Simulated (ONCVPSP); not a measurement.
# Potentials for vanadium (V) compared

Generated with ld1.x 7.5 (TM, RRKJ, ultrasoft, PAW), atompaw 4.2 or ONCVPSP 4.0.1. The cutoff is in Ry: for ld1.x and atompaw files where the sum of valence levels is converged to 10 mRy in a Bessel basis, for ONCV files where the hardest occupied wave has 1 mHa per electron of residual kinetic energy. The error is the largest all-electron minus pseudo excitation energy over each file’s own four to seven test configurations (ionisations up to +4, promotions, holes and added fractions of an electron), all of which were solved. The labels leave out finer settings (local radius, basis sizes, second energies), which also bear on the numbers. Spin-polarised tests are not counted. The rows are a selection from randomly drawn settings: files with unsolved tests, undetermined cutoffs or missed reference levels are left out.

| potential | cutoff (Ry) | largest error (meV) | bound ghosts |
| --- | --- | --- | --- |
| ONCV, PBE, scalar-relativistic, rc 0.95/1.60/1.40 (spd), local smoothed, core correction yes, reference 3s2 3p6 3d2, qcut 7.4/8.6/11, projectors 3/1/2 | 298 | +24 | none |
| ONCV, LDA (Perdew-Zunger), scalar-relativistic, rc 1.85/1.05/1.35 (spd), local smoothed, core correction yes, reference 3s2 3p6 3d3 4s1, qcut 6.5/8.1/13.5, projectors 2/2/2 | 115 | +7.9 | none |
| ONCV, PBE, scalar-relativistic, rc 1.25/1.35/2.05 (spd), local smoothed, core correction no, reference 3s2 3p6 3d3, qcut 10.1/10.1/6.3, projectors 2/2/2 | 71 | +286 | none |
| ONCV, revPBE, scalar-relativistic, rc 1.60/1.55/2.00 (spd), local smoothed, core correction yes, reference 3s2 3p6 3d3 4s1.5, qcut 5.7/9.9/8.2, projectors 2/2/3 | 50 | +108 | none |
| ONCV, PBE, fully relativistic, rc 1.40/1.70/1.25 (spd), local smoothed, core correction no, reference 3s2 3p6 3d3 4s1 4p1, qcut 11.1/9.7/14.4, projectors 2/3/3 | 134 | +0.8 | none |
| ONCV, BLYP, scalar-relativistic, rc 1.50/1.60/1.60 (spd), local smoothed, core correction no, reference 3s2 3p6 3d3 4s2, qcut 9.8/6.7/8.7, projectors 3/2/2 | 64 | +44 | none |
| ONCV, PBE, fully relativistic, rc 1.25/1.45/1.10 (spd), local smoothed, core correction yes, reference 3s2 3p6 3d3 4s1.5, qcut 12.3/7.7/9.2, projectors 2/2/3 | 176 | +0.4 | none |

(1) Fill in the row for V: ONCV, PBE, scalar-relativistic, rc 1.80/1.35/1.50 (spd), local smoothed, core correction yes, reference 3s2 3p6 3d3 4s2, qcut 6.7/9.7/9.6, projectors 3/3/2.

(2) Fill in the row for V: ONCV, PBE, scalar-relativistic, rc 2.80/3.45/2.25 (spd), local smoothed, core correction yes, reference 3d3 4s1.75 4p0.25, qcut 2.8/2.7/6.2, projectors 2/1/2.

Results:

(1) cutoff 74 Ry, largest error +30 meV, bound ghosts: none.

(2) cutoff 33 Ry, largest error -15 meV, bound ghosts: none.
